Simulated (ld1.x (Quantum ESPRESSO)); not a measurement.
nitrogen (N): one change to a TM semilocal potential, before and after

N (Z = 7), norm-conserving Troullier–Martins (semilocal form), made with ld1.x (Quantum ESPRESSO) 7.5 (LDA (PZ), non-relativistic). Core [He], reference 2s2 2p2 (charge +1). Waves: 2p (bound): rc 1.45 bohr; 2s (bound): rc 0.90 bohr. Local part: the s channel. Core correction: none.

All-electron outer shells of the reference configuration (LDA (PZ), non-relativistic, ld1.x):

```
shell  level (eV)  outermost node (bohr)  outermost maximum (bohr)
   2s      -32.22                   0.32                      0.99
   2p      -20.82                      –                      0.91
```

Change: wave 2p (bound): rc 1.45 bohr becomes 2p (bound): rc 1.16 bohr.

Cutoffs: the cutoffs (Ry, on a coarse ladder) from which the occupation-weighted sum of valence levels, in a spherical-Bessel basis at the reference potential, stays within 10 and 1 mRy of its value at 400 Ry; they do not see the model core or the augmentation charge, which bear on the density cutoff. Errors are all-electron minus pseudo energies relative to the spin-unpolarised reference configuration.

Task: Predict the effect on cutoff, ghosts and configuration errors.

Result: The potential gets harder (60 Ry and 140 Ry → 80 Ry and 140 Ry); of the 9 tests that both files solve, the error grows in 0 and shrinks in 6 by more than 15 % and 0.3 meV (median size 55.3 → 32.4 meV); neither file shows a bound ghost. A smaller radius makes the pseudo-wave follow the all-electron one further in, where it bends more sharply, so more plane waves are needed. Less of the atom is replaced, so other configurations are described better. A semilocal file is local in each channel, so a ghost entry of none says nothing of the separable form that plane-wave codes build from it.

```tsv
quantity	base	changed
cutoff, loose	60 Ry	80 Ry
cutoff, tight	140 Ry	140 Ry
loose cutoff by channel (10 mRy a level)	p 50 Ry, s 50 Ry	p 70 Ry, s 50 Ry
bound ghosts	none	none
error for 2s2 2p3, meV [ΔE -13.74 eV]	+5.0	+4.1
error for 2s2 2p1, meV [ΔE 28.97 eV]	+55	+32
error for 2s2 2p0, meV [ΔE 76.14 eV]	+446	+276
error for 2s0 2p5, meV [ΔE 8.66 eV]	+108	+72
error for 2s2 2p3.3, meV [ΔE -15.40 eV]	+4.0	+4.5
error for 2s1 2p3, meV [ΔE 11.42 eV]	+19	+16
error for 2s2 2p2.5, meV [ΔE -8.57 eV]	+2.9	+1.9
error for 2s2 2p2 (spin-polarised), meV [ΔE -1.69 eV]	+186	+210
error for 2s2 2p3 (spin-polarised), meV [ΔE -16.63 eV]	+289	+309
```
